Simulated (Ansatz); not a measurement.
Compare A (`CC[Si]Cl`) with its isomer B (`C=C[SiH2]Cl`).

Program: Ansatz. Geometries: PBE0-D4/def2-TZVP. ΔE: electronic, gas phase. CCSD(T)/CBS adds triple-zeta CCSD(T) − MP2 to the extrapolated MP2 energy (def2 sets, frozen cores). Functionals use def2-TZVPP. B3LYP here is the variant with VWN-RPA as its local correlation; programs differ in this. Each species was taken in one conformer, which may not be the lowest.

A:

Z-matrix (Å, degrees):
```
C
C 1 1.519
H 1 1.093 2 111.6
H 1 1.092 2 111.2 3 -120.5
H 1 1.092 2 111.2 3 120.5
Si 2 1.893 1 123.2 3 180.0
H 2 1.103 1 111.3 3 -57.1
H 2 1.103 1 111.3 3 57.0
Cl 6 2.091 2 101.5 1 -0.1
```

B:

Z-matrix (Å, degrees):
```
Si
C 1 1.848
Cl 1 2.061 2 110.3
H 1 1.483 2 111.9 3 118.2
H 1 1.483 2 109.2 3 -118.9
C 2 1.330 1 121.7 3 118.7
H 2 1.088 1 119.5 3 -61.9
H 6 1.087 2 121.7 1 -1.0
H 6 1.086 2 122.2 1 179.1
```

(1) Which is lower in electronic energy at CCSD(T)/CBS, and by how much? (Estimate.)

(2) Give E(B) − E(A) in kJ/mol with CCSD(T)/def2-SVP, B2PLYP, r2SCAN-D4, CCSD/def2-TZVPP, B3LYP-D4, PBE0-D4, BLYP-D4. (An estimate is asked.)

(3) Does the order hold for the free energy at 298.15 K (harmonic terms from PBE0-D4)? (Estimate.)

Largest T1 diagnostic: 0.012.

Results:

(1) Computed: B, by 52.9 kJ/mol.

(2) Computed: CCSD(T)/def2-SVP -41.4, B2PLYP -54.0, r2SCAN-D4 -54.1, CCSD/def2-TZVPP -51.8, B3LYP-D4 -48.4, PBE0-D4 -40.2, BLYP-D4 -44.3. None reverses the order clearly.

(3) The calculation gave: Yes: G(B) − G(A) = -61.0 kJ/mol, for one conformer each. Modes under 60 cm⁻¹, often nearly free rotors, make the harmonic entropy too high.

From PBE to PBE0 (25 % exact exchange), in def2-TZVPP and without D4, E(B) − E(A) moves by −5.3 kJ/mol. Leaving LDA and LC-ωPBE aside and taking each functional with its dispersion term where it has one, the values, not all of them listed here, spread over 20.8 kJ/mol, from BHLYP-D4 to PBE-D4. LDA lies +12.3 kJ/mol from PBE without D4.
